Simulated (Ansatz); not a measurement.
```xyz
19

B     0.2608   -0.7413   -2.3086
C    -0.6916   -0.9767   -1.1411
Si   -0.0768    0.0766    0.3299
C    -0.0992    1.8910   -0.1315
C     1.6562   -0.4457    0.8091
C    -1.2468   -0.2265    1.7611
H     1.2492   -1.4083   -2.4427
H     0.0854    0.1647   -3.0756
H    -0.6960   -1.9975   -0.7455
H    -1.7162   -0.6256   -1.3008
H     0.6012    2.1062   -0.9424
H     0.1774    2.5119    0.7251
H    -1.0940    2.2017   -0.4618
H     1.6993   -1.5158    1.0286
H     2.3712   -0.2430    0.0077
H     1.9898    0.0920    1.7009
H    -2.2691    0.0629    1.5044
H    -0.9432    0.3550    2.6364
H    -1.2577   -1.2814    2.0468
```

Charge 0, multiplicity 1.

**Question.** List the B3LYP/def2-TZVPP orbital energies in eV (Ansatz). (Best estimate.)

**Answer.** The calculation gave: Occupied: -1798.59, -276.21, -276.17, -276.17, -275.94, -183.24, -143.10, -98.43, -98.40, -98.40, -19.90, -18.64, -18.63, -18.61, -13.14, -12.55, -11.80, -11.48, -11.24, -11.20, -10.82, -10.67, -10.55, -9.61, -8.64, -8.33, -8.32, -8.06. Lowest empty: -1.20, 0.57, 1.52, 1.57, 1.70, 1.97, 2.07, 2.36.

B3LYP here is the variant with VWN-RPA as its local correlation; programs differ in this.
